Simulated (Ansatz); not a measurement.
The cluster PbS₂⁺. The state is a doublet with charge 1. Geometry r2SCAN-D4/def2-TZVP; atoms count from 1.

Cartesian coordinates in Å:
```
Pb -0.002 0.001 0.000
S -0.855 -2.108 0.012
S 0.856 2.107 -0.011
```

In the def2 sets Pb takes a core potential; there is no spin–orbit coupling. Another isomer (doublet) lies 3.07 eV lower at PBE0-D4/def2-TZVP; other spin states weren't run for this one.

Estimate the Mulliken populations from the PBE0/def2-TZVP orbitals of Ansatz.


```
atom  charge (e)  spin (α − β)
 Pb1        0.99         -0.23
  S2        0.00          0.61
  S3        0.00          0.61
```
Mulliken values and Mayer orders depend strongly on the basis.

Where does the spin sit?

Summed by element: Pb -0.23, S 1.23, of 1 unpaired in all. Largest on single atoms: S2 0.61, S3 0.61, Pb1 -0.23.

And the Mayer bond orders between bonded heavy atoms (over 0.3)?

Pb1–S2 1.57 (2.27 Å); Pb1–S3 1.57 (2.27 Å). Values over 0.3 also appear between atoms too far apart for a bond (S2–S3 0.47 at 4.55 Å); they arise where an orbital or an unpaired electron spreads over both atoms.
